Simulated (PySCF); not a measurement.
C5H6FN.
Cartesian coordinates in Å at the GFN2-xTB level; atoms count from 1:
```
atom  x, y, z in Å
C1    -2.3152    0.5509    0.6405
C2    -1.0007    0.7111    0.7330
C3    -0.0120   -0.1961    0.1265
N4    -0.2501   -1.2391   -0.5592
C5     1.4092    0.1342    0.3333
C6     2.4330   -0.5663   -0.1329
F7     1.6460    1.2499    1.0634
H8    -3.0017    1.2406    1.1004
H9    -2.7656   -0.2706    0.1047
H10   -0.5982    1.5508    1.2811
H11   -1.2373   -1.4455   -0.6875
H12    2.2388   -1.4490   -0.7108
H13    3.4495   -0.2703    0.0541
```

Computed at PBE0/pcSseg-1 (PySCF, non-relativistic), with Q(14N) = 0.02044 b: N4, 14N (I = 1): χzz = -4.516 MHz, η = 0.270.

Where would the pure quadrupole (NQR) lines of 14N at N4 fall for the rigid, isolated species?

From ν± = (3/4)|χ|(1 ± η/3) and ν0 = |χ|η/2: ν+ 3.692 MHz, ν− 3.082 MHz, ν0 0.610 MHz (imine nitrogen).

In a crystal, neighbours and librations shift these lines. GFN2-xTB bond lengths can be off by several hundredths of an ångström, more for odd bonds, and the gradients follow them. With a basis this small, the couplings can be 20 % off.

These values come from a run that also computed NMR shieldings. The run took 12 s wall on one thread of an Arm Neoverse V2, shared host with 32 logical CPUs at a one-minute load of 8.7, and the process peaked at 0.70 GiB of memory.

One conformer stands for the species.
